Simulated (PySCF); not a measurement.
These 2 structures share the formula C3H2FNSe. Level of theory: PBE0-D3(BJ)/def2-SVP geometry optimisation, gas phase in PySCF 2.14.0. Energies are electronic, without zero-point or thermal terms, for one conformer each. No frequencies were run at this level. Point groups hold within 0.08 Å.

Question: Order them by energy at this level, lowest first, and give relative energies in kJ/mol.
A. `FC1=CC=N[Se]1`
B. `Fc1ncc[se]1`

Answer: B (0.0), A (45.4).

```json
{"SMILES": "Fc1ncc[se]1", "E (Eh)": "-2670.58103", "E rel (kJ/mol)": "0.0", "dipole (D)": "2.46", "point group": "Cs", "A, B, C (MHz)": "3611, 2881, 1603"}
{"SMILES": "Fc1ccn[se]1", "E (Eh)": "-2670.56373", "E rel (kJ/mol)": "45.4", "dipole (D)": "1.32", "point group": "Cs", "A, B, C (MHz)": "3666, 2847, 1602"}
```

Q: As an exercise, what shares would exp(−E/RT) give at 2000 K from these electronic energies alone (no entropy, no degeneracies)?

A: RT = 16.629 kJ/mol: Fc1ncc[se]1 93.9 %, Fc1ccn[se]1 6.1 %.
